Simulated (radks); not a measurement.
Ionisation ladder of ytterbium, from Yb XXV to Yb LII (ions without a valid solution omitted). Each ion is in the ground configuration listed by NIST, and IE = E(next ion) - E(this ion). Method: scalar-relativistic Kohn-Sham, SCAN, spin-polarised, spherical densities, finite nucleus; open shells are filled with parallel spins first (spin-orbit coupling, left out, can overturn this in heavy ions); meta-GGA in the generalised Kohn-Sham scheme; Fermi nuclear charge, rms radius 5.3108 fm; computed with a radial shooting solver on a logarithmic mesh with Libxc functionals.

\begin{tabular}{lrrrrrr}
species & configuration & IE, Delta-SCF (eV) & <r> HOMO (bohr) & IE, NIST (eV) & kind & error (eV) \\ \hline
Yb XXV & [Kr] 4d10 & 889.05 & 0.494 & 882 & theory & +7.1 \\
Yb XXVI & [Kr] 4d9 & 932.76 & 0.490 & 924 & theory & +8.8 \\
Yb XXVII & [Kr] 4d8 & 976.83 & 0.485 & 971 & theory & +5.8 \\
Yb XXVIII & [Kr] 4d7 & 1021.4 & 0.481 & 1019 & theory & +2.4 \\
Yb XXIX & [Kr] 4d6 & 1066.0 & 0.477 & 1065 & theory & +1.0 \\
Yb XXX & [Kr] 4d5 & 1127.6 & 0.472 & 1114 & theory & +13.6 \\
Yb XXXI & [Kr] 4d4 & 1174.6 & 0.468 & 1175 & theory & -0.4 \\
Yb XXXII & [Kr] 4d3 & 1221.9 & 0.464 & 1224 & theory & -2.1 \\
Yb XXXIII & [Kr] 4d2 & 1269.6 & 0.460 & 1275 & theory & -5.4 \\
Yb XXXIV & [Kr] 4d1 & 1317.6 & 0.456 & 1324 & theory & -6.4 \\
Yb XXXV & [Kr] & 1540.3 & 0.452 & 1516 & theory & +24.3 \\
Yb XXXVI & [Ar] 3d10 4s2 4p5 & 1587.7 & 0.449 & 1564 & theory & +23.7 \\
Yb XLIII & [Ar] 3d10 & 3468.8 & 0.190 & 3443 & theory & +25.8 \\
Yb XLIV & [Ar] 3d9 & 3584.5 & 0.188 & 3555 & theory & +29.5 \\
Yb XLV & [Ar] 3d8 & 3700.8 & 0.187 & 3677 & theory & +23.8 \\
Yb XLVI & [Ar] 3d7 & 3817.6 & 0.185 & 3805 & theory & +12.6 \\
Yb XLVII & [Ar] 3d6 & 3934.7 & 0.184 & 3929 & theory & +5.7 \\
Yb XLVIII & [Ar] 3d5 & 4098.7 & 0.182 & 4051 & theory & +47.7 \\
Yb XLIX & [Ar] 3d4 & 4222.4 & 0.180 & 4238 & theory & -15.6 \\
Yb L & [Ar] 3d3 & 4346.7 & 0.179 & 4364 & theory & -17.3 \\
Yb LI & [Ar] 3d2 & 4471.3 & 0.178 & 4502 & theory & -30.7 \\
Yb LII & [Ar] 3d1 & 4596.1 & 0.177 & 4630 & theory & -33.9 \\
\end{tabular}

Reference values: NIST Atomic Spectra Database (exp. = measured, semi-emp. = semi-empirical, theory = theoretical value adopted there). The ionisation energy per charge of the ion left behind rises most, in proportion, at Yb XLIII ([Ar] 3d10), from 44.103 to 80.670 eV. Open shells are spherical and high-spin; term and fine-structure splittings are not resolved. Spin-orbit splitting is averaged out at the scalar-relativistic level.
